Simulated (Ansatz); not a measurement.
Consider the silylene formation by 1,1-elimination: `NB[SiH2]O` → `BN` + `O[SiH]`.

Isolated molecules relaxed with PBE0-D4/def2-TZVP in Ansatz; ΔE leaves out vibrations. CCSD(T)/CBS is the MP2 limit (def2-TZVPP, def2-QZVPP) plus CCSD(T) − MP2 in def2-TZVPP, frozen cores. This one scheme is used for every species. One conformer a species, not always the lowest.

| species | CCSD(T)/CBS(def2) energy (Eh) |
| --- | --- |
| `NB[SiH2]O` | -447.43338 |
| `BN` | -81.93499 |
| `O[SiH]` | -365.43832 |

Question: Work out ΔE.

Answer: ΔE = (-81.93499) + (-365.43832) − (-447.43338) = 0.06007 Eh = +157.7 kJ/mol.

Largest T1 diagnostic among the species: 0.016.

Leaving LDA and LC-ωPBE aside and taking each functional with its dispersion term where it has one, the values, not all of them listed here, spread over 39.2 kJ/mol, from BLYP-D4 to r2SCAN0-D4. LDA lies +29.7 kJ/mol from PBE without D4. In def2-TZVPP, CCSD(T) changes the Hartree–Fock value by +8.3 kJ/mol (the triples alone add +1.8 kJ/mol) and MP2 by +18.9 kJ/mol. The D4 term adds +11.4 kJ/mol with B3LYP and +6.2 kJ/mol with PBE0; it sums over pairs of atoms, weighted by their polarisabilities, and B3LYP, whose exchange is more repulsive, gets the larger term.

B3LYP here is the variant with VWN-RPA as its local correlation; programs differ in this.
